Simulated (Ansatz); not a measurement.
`C[SiH2][SiH](O)Cl` + `N[SiH](O)Cl` → `O[Si@@H](Cl)N[Si@@H](O)Cl` + `C[SiH3]`  (cleavage of the Si–Si bond)

Gas-phase electronic energies from Ansatz, PBE0-D4/def2-TZVP geometries. CCSD(T)/CBS is the MP2 limit (def2-TZVPP, def2-QZVPP) plus CCSD(T) − MP2 in def2-TZVPP, frozen cores. This one scheme is used for every species. Functionals use def2-TZVPP. One conformer a species, not always the lowest.

CCSD(T)/CBS gives -86.2 kJ/mol.

Task: Another level gave -66.9 kJ/mol. Which?
A. SCS-MP2/def2-TZVPP
B. CCSD/def2-TZVPP
C. PBE-D4/def2-TZVPP
D. ωB97X-V/def2-TZVPP

Result: C. PBE-D4 -66.9, ωB97X-V -83.6, CCSD/def2-TZVPP -89.6, SCS-MP2/def2-TZVPP -94.6 kJ/mol.

Largest T1 diagnostic among the species: 0.011.

From PBE to PBE0 (25 % exact exchange), in def2-TZVPP and without D4, ΔE moves by −7.6 kJ/mol. The D4 term adds −5.1 kJ/mol with B3LYP and −2.8 kJ/mol with PBE0; it sums over pairs of atoms, weighted by their polarisabilities, and B3LYP, whose exchange is more repulsive, gets the larger term.

B3LYP here is the variant with VWN-RPA as its local correlation; programs differ in this.
